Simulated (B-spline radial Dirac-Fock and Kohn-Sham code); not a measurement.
# Subshell cross sections of Mn⁷⁺, photon energy 317 eV

System: the Mn⁷⁺ ion, configuration [Ne] 3s2 3p6.

Input of the calculation (task.json; shells as n, l, electrons):

```json
{"items": [{
  "Z": 25,
  "q": 7,
  "cfg": [[1, 0, 2], [2, 0, 2], [2, 1, 6], [3, 0, 2], [3, 1, 6]],
  "A": 55,
  "rrms": 3.7057,
  "do": ["binding", "quiet", "photo", "scan"],
  "hv": [47.6, 80, 110.0, 150, 317.0, 400, 600, 798.0, 1470.0, 3070.0, 4000, 5414.7, 22162.9, 23600.0, 96800.0, 200000]
}]}
```

Command: `python xray_run.py task.json out`

Model: a relativistic central-field model (Hartree-Slater potential of the initial state, Latter tail, multipole expansion of the photon field, Dirac-Fock thresholds). Program: a radial finite-basis atomic code. The asymmetry parameter β is from the dipole term alone. Kinetic energies are from the vacuum level.

| subshell | electrons | binding (eV) | kinetic (eV) | σ (kb) | β |
| --- | --- | --- | --- | --- | --- |
| M1 (3s) | 2 | 235.6 | 81.39 | 182 | 2.00 |
| M2 (3p1/2) | 2 | 195.8 | 121.2 | 243 | 1.55 |
| M3 (3p3/2) | 4 | 194.2 | 122.8 | ? | ? |

Problem. What are σ and β for M3 (3p3/2)?

Solution. σ = 489 kb, the largest of all subshells and 54 % of the total, and β = 1.56.
